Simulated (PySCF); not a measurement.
**Vibration and rotation of DyF**

ROHF-SCS-MP2 constants of DyF, sextet, about 9.6 electrons in the 4f shell (Mulliken), real f orbitals that mix terms (PySCF, spin-free X2C with a Gaussian nucleus, basis sets Dy x2c-TZVPall, F x2c-TZVPall; masses 163.9292 and 18.9984 u):

- ωe: 631.7 cm⁻¹
- ωexe: 2.59 cm⁻¹
- Be: 0.26355 cm⁻¹
- αe: 0.00142 cm⁻¹

Q: What force constant and bond length do these constants imply?

A: Reduced mass μred = 17.025 u; k = 5.8918×10⁻⁷·μred·ωe² (u, cm⁻¹, mdyn/Å) = 4.00 mdyn/Å; Re = √(16.8576/(μred·Be)) (u, cm⁻¹, Å) = 1.938 Å.

Q: Estimate the centrifugal constant D from the Kratzer relation and find the Dunham coefficient a1.

A: D = 4Be³/ωe² = 1.83e-07 cm⁻¹; a1 = −1 − αeωe/(6Be²) = -3.15.

Correlated steps freeze 19 core orbitals. Spin–orbit coupling is left out, which matters for elements this heavy, above all for dissociation energies. The state is the lowest single determinant that the PBE0 search found; with open d or f shells the true ground state can be another one.
